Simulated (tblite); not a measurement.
C₂H₃F₃O₂P (charge -1).
SMILES: `C[P@@](=O)([O-])C(F)(F)F`

Calculated harmonic vibrations of the isolated species, GFN2-xTB (tblite), most abundant isotopes, no scaling. Errors from tens to a few hundred cm⁻¹ against measured bands are possible.

Harmonic wavenumbers (cm⁻¹): 44.7, 125.8, 126.7, 160.1, 237.2, 251.4, 279.0, 329.8, 430.0, 472.2, 475.0, 489.0, 655.2, 710.2, 806.9, 818.6, 1018.9, 1042.2, 1105.6, 1159.8, 1279.0, 1304.0, 1447.6, 1461.8, 3005.5, 3020.0, 3030.3.

A = 2428, B = 1457, C = 1410 MHz; mass 146.982 u (most abundant isotopes); point group Cs, symmetry number 1.

Problem. Zero-point energy?

Solution. ½Σν̃ = 12643 cm⁻¹ = 36.15 kcal/mol.

Problem. Give the ideal-gas entropy at 273.15 K and 1 bar in the rigid-rotor, harmonic-oscillator model (classical rotation).

Solution. Translation 40.46, rotation 28.30, vibration 22.27: S = 91.0 cal/(mol K).

Problem. And Cp and H(273.15 K) − H(0)?

Solution. Cp = 30.97 cal/(mol K), of which vibrations give 23.02 (their classical limit is 27 R = 53.7); H(273.15 K) − H(0) = 5.47 kcal/mol without the zero-point energy, 3.30 from vibrations.

Problem. Blend soft modes into free rotors: weight 1/[1 + (100 cm⁻¹/ν̃)⁴] for the oscillator and the rest for a rotor with moment μB/(μ + B), μ = h/(8π²ν), B = 10⁻⁴⁴ kg m². What vibrational entropy results?

Solution. 20.87 cal/(mol K) in place of 22.27, which changes −T·S at 273.15 K by +0.38 kcal/mol.

Problem. What must be added to the electronic energy to get the Gibbs energy at 273.15 K and 1 bar?

Solution. ZPE + [H(273.15 K) − H(0)] − T·S = 36.15 + 5.47 − 24.86 = 16.76 kcal/mol.

Problem. Which modes carry the vibrational entropy at 273.15 K?

Solution. 44.7 cm⁻¹: 4.87; 125.8 cm⁻¹: 2.84; 126.7 cm⁻¹: 2.83; 160.1 cm⁻¹: 2.38; 237.2 cm⁻¹: 1.67; 251.4 cm⁻¹: 1.57 cal/(mol K); the other 21 give 6.11 together.

Hindered rotation and anharmonicity are outside this model.

The values belong to the conformer `[CH3:1][P@@:2](=[O:3])([O-:4])[C:5]([F:6])([F:7])[F:8]`: C1–P2–C5–F6 -60°.
